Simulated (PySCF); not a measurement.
**I: ionisation energy**

I [Kr] 4d10 5s2 5p5 (2P) → I⁺ [Kr] 4d10 5s2 5p4 (3P), as a difference of total energies. Calculation: PySCF 2.14, in def2-SVP with the def2 core potential (28 electrons) (4s4p2d, 26 functions); a scalar-relativistic core potential. Correlated levels: valence: 4s2 4p6 4d10 frozen. The calculations carry no spin-orbit coupling.

| method | ionisation energy (eV) |
| --- | --- |
| UHF | 9.592 |
| B3LYP | 10.631 |
| PBE0 | 10.552 |
| MP2 (valence) | 10.054 |
| SCS-MP2 (valence) | 10.035 |
| CCSD (valence) | 10.026 |
| CCSD(T) (valence) | 10.028 |

**Question.** How much does correlation contribute at CCSD(T) (valence)?

**Answer.** 10.028 − (9.592) = 0.436 eV, measured against UHF.

Errors of the correlated levels include the incompleteness of this basis and the frozen core.

For comparison: 10.519 eV (measured; NIST levels, between the centres of gravity of the two terms).
